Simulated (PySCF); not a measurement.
C8H5N5, SMILES C1=CC2=CC=NC3=NC=NC(=N1)N23.

Geometry optimised at PBE-D3(BJ)/def2-SVP.

The numbers are results of PBE/def2-SVP (PySCF), not measurements.

Symmetry labels are those of the subgroup C2v that the program uses (full group C2v).

Computed valence orbital energies around the gap with their symmetry:
```
orbital  symmetry  energy (eV)
-------  --------  -----------
HOMO−7         B1        -8.78
HOMO−6         B1        -8.07
HOMO−5         A2        -7.95
HOMO−4         A1        -7.34
HOMO−3         A1        -6.84
HOMO−2         B2        -6.32
HOMO−1         B2        -6.14
HOMO           A2        -5.43
LUMO           B1        -3.46
LUMO+1         B1        -2.37
LUMO+2         A2        -2.31
LUMO+3         B1         0.43
```
